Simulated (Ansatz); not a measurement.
disulfane (SMILES SS) moved off its minimum; all values from Ansatz (a program for electronic structure), cores frozen in correlated methods.
(charge 0, multiplicity 1)
```xyz
4

S     -0.83716     0.10232     0.42898
S      1.12790     0.04675    -0.55237
H     -1.51125    -0.81470    -0.20416
H      1.56252    -0.76351     0.29388
```

Forces at wB97M-V/def2-TZVPP (eV/Å):

```json
[
 {"atom": "S1", "Fx": "1.888", "Fy": "1.133", "Fz": "0.074"},
 {"atom": "S2", "Fx": "-2.915", "Fy": "1.709", "Fz": "-1.177"},
 {"atom": "H3", "Fx": "-0.217", "Fy": "-0.893", "Fz": "-0.812"},
 {"atom": "H4", "Fx": "1.244", "Fy": "-1.949", "Fz": "1.915"}
]
```

**Question.** Give the forces (eV/Å), the total energy and the dipole at CCSD(T)/aug-cc-pV(T+d)Z.

**Answer.** 
```csv
atom,Fx,Fy,Fz
S1,1.637,1.166,0.231
S2,-2.651,1.736,-1.352
H3,-0.246,-0.922,-0.831
H4,1.260,-1.980,1.952
```
Energy -796.6765 hartree, dipole 1.06 D.
